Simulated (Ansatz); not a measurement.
System: YF2, charge 1, multiplicity 1. 
Geometry from a B3LYP-D3(BJ)/def2-TZVP (Ansatz, a quantum-chemistry and plane-wave program) optimisation:
```
Y
F 1 1.9202
F 1 1.9202 2 111.88
```
Charge +1, spin multiplicity 1.

Basis-set convergence of Hartree-Fock and CCSD correlation energies (hartree) with Ansatz. Valence correlation only, unless marked. Spin-orbit coupling is left out. Frozen are the shells of the preceding noble gas and the d and f shells that filled before the atom's block. In def2 rows, elements after Kr have scalar-relativistic effective core potentials.

```json
[
 {"basis": "def2-SVPD", "functions": "80", "E(HF)": "-236.53815", "E(corr, CCSD)": "-0.44387"},
 {"basis": "def2-TZVPPD", "functions": "136", "E(HF)": "-236.78916", "E(corr, CCSD)": "-0.55841"},
 {"basis": "def2-QZVPPD", "functions": "213", "E(HF)": "-236.80224", "E(corr, CCSD)": "-0.60359"}
]
```

Extrapolating the two largest sets (X = 3 and 4) as X^-3: E(corr) = (64·(-0.60359) - 27·(-0.55841))/37 = -0.6366 Eh, an estimate of the basis-set limit. The largest set recovers 94.8 % of it, the smallest 69.7 %.
